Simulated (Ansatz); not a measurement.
Zn₄Br₈⁻ (the lowest doublet isomer of a short search). Total charge -1; doublet. Geometry PBE-D4/def2-SVP, basis def2-TZVP, Ansatz.

```xyz
12

Zn    0.127   -0.800    2.110
Zn    1.575    1.286   -1.283
Zn   -1.011    2.304   -0.088
Zn   -1.468   -1.598   -0.641
Br   -0.704    0.365   -2.067
Br    0.657   -2.437    0.324
Br   -2.996   -2.954   -1.724
Br    0.534   -1.200    4.351
Br    0.805    3.629   -1.522
Br   -2.232   -0.244    1.363
Br    1.221    1.336    1.273
Br    3.492    0.313   -2.096
```

| run | HOMO (eV) | LUMO (eV) |
| --- | --- | --- |
| A | -2.17 | -1.34 |
| B | -2.53 | -1.01 |
| C | -3.07 | -0.47 |
| D | -2.90 | -0.88 |

B3LYP takes the VWN-RPA correlation. Single mean-field runs in def2-TZVP are fitted with def2-universal-jkfit. Another isomer (doublet) lies 0.07 eV lower at PBE0-D4/def2-TZVP; other spin states weren't run for this one.

HOMO and LUMO are taken over both spins.

Q: The runs used B3LYP, PBE, PBE0, r2SCAN. Estimate which is which.

A: A PBE (0 % exact exchange); B r2SCAN (0 % exact exchange); C PBE0 (25 % exact exchange); D B3LYP (20 % exact exchange). Exact exchange lowers occupied and raises empty levels; among semilocal functionals meta-GGAs tend to open the gap a little, and such runs are hard to tell apart. The gap grows from 0.83 eV (PBE) to 2.60 eV (PBE0).
